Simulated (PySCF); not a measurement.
# Working out the excitation energy of Cl⁺

Cl⁺ [Ne] 3s2 3p4 (3P) → Cl⁺ [Ne] 3s2 3p3 3d1 (5D). Calculation: PySCF 2.14, in aug-cc-pVDZ-DK (5s4p2d, 27 functions); the spin-free X2C one-electron Hamiltonian (Gaussian nucleus). Frozen: [Ne]. Energies in hartree (1 hartree = 27.21139 eV):

```
            part  Cl⁺ (lower)  Cl⁺ (upper)
             UHF  -460.446024  -459.905178
CCSD correlation    -0.110478    -0.085705
             (T)    -0.001510    -0.000857
```

Task: What does Hartree-Fock give?

Result: (-459.905178) − (-460.446024) = 0.540846 hartree = 14.717 eV.

Task: What do CCSD and CCSD(T) give?

Result: The CCSD correlation energies differ by 0.024773 hartree = 0.674 eV and the triples by 0.000653 hartree = 0.018 eV, so CCSD gives 15.391 eV and CCSD(T) 15.409 eV.

Measured between the centres of the two terms (NIST): 13.633 eV, so CCSD(T) (valence) is off by 1.776 eV.

A double-zeta basis recovers only part of the correlation energy.

What remains against the reference includes basis incompleteness, the frozen core and higher excitations.
